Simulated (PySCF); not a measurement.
## Deuteron quadrupole couplings in `C#C[C@@H]1CC(=C)[C@@H](CC)C1`

C10H14.
SMILES with atom numbers: `[CH:1]#[C:2][C@@H:3]1[CH2:4][C:5](=[CH2:6])[C@@H:7]([CH2:8][CH3:9])[CH2:10]1` (hydrogens: H11 on C1; H12 on C3; H13, H14 on C4; H15, H16 on C6; H17 on C7; H18, H19 on C8; H20, H21, H22 on C9; H23, H24 on C10)

Geometry (GFN2-xTB, Å), atoms numbered from 1 in this order:
```
atom  x, y, z in Å
C1     3.9249   -0.5810    0.9104
C2     2.8478   -0.1994    0.5540
C3     1.5302    0.2290    0.1379
C4     0.7239    0.8894    1.2676
C5    -0.7142    0.6115    0.9247
C6    -1.7584    1.1645    1.5150
C7    -0.7884   -0.4000   -0.1959
C8    -1.2547    0.2660   -1.5002
C9    -1.6102   -0.7482   -2.5803
C10    0.6395   -0.9472   -0.2926
H11    4.8737   -0.9084    1.2152
H12    1.6378    0.9329   -0.6950
H13    0.9728    0.4193    2.2232
H14    0.9284    1.9565    1.3586
H15   -1.6488    1.8930    2.3004
H16   -2.7669    0.9078    1.2379
H17   -1.4997   -1.1941    0.0515
H18   -2.1335    0.8770   -1.2840
H19   -0.4728    0.9341   -1.8670
H20   -2.4209   -1.3919   -2.2451
H21   -0.7580   -1.3770   -2.8265
H22   -1.9282   -0.2383   -3.4869
H23    0.7727   -1.7735    0.4085
H24    0.8912   -1.3020   -1.2904
```

Level: PBE0/pcSseg-1 (PySCF, non-relativistic); Q(2H) = 0.00286 b; rigid geometry, the same for H and D, with no vibrational averaging.

Task: Rank these positions by the coupling χzz of a deuteron there, largest first.
A. H11 (alkyne hydrogen)
B. H18 (methylene hydrogen)
C. H16 (vinylic hydrogen)
D. H20 (methyl hydrogen)
E. H12 (methine hydrogen)

Result: A (268 kHz), C (228 kHz), D (211 kHz), B (203 kHz), E (198 kHz).

Task: Tabulate Vzz, the asymmetry η and χzz = 234.96 MHz × Q × Vzz for every hydrogen position.

Result: 
```csv
atom,bonded to,bond length (Å),Vzz (au),η,χzz (kHz)
H11,C1,1.049,0.3982,0.00,268
H12,C3,1.096,0.2940,0.02,198
H13,C4,1.094,0.2993,0.02,201
H14,C4,1.090,0.3079,0.02,207
H15,C6,1.077,0.3391,0.06,228
H16,C6,1.077,0.3390,0.06,228
H17,C7,1.094,0.2987,0.01,201
H18,C8,1.092,0.3024,0.02,203
H19,C8,1.092,0.3053,0.03,205
H20,C9,1.088,0.3143,0.02,211
H21,C9,1.087,0.3161,0.02,212
H22,C9,1.088,0.3160,0.01,212
H23,C10,1.092,0.3017,0.02,203
H24,C10,1.089,0.3109,0.01,209
```

Task: How does χzz go with the bond length over the 14 C–H bonds?

Result: A straight-line fit has a slope of -15.0 kHz for each 0.01 Å, with a correlation coefficient of -1.00, over lengths from 1.049 to 1.096 Å. The longer bonds have the smaller couplings here.

Isolated species at its GFN2-xTB geometry (one conformer only). GFN2-xTB bond lengths can be off by several hundredths of an ångström, more for odd bonds, and the gradients follow them. The small basis limits the accuracy of the gradients.
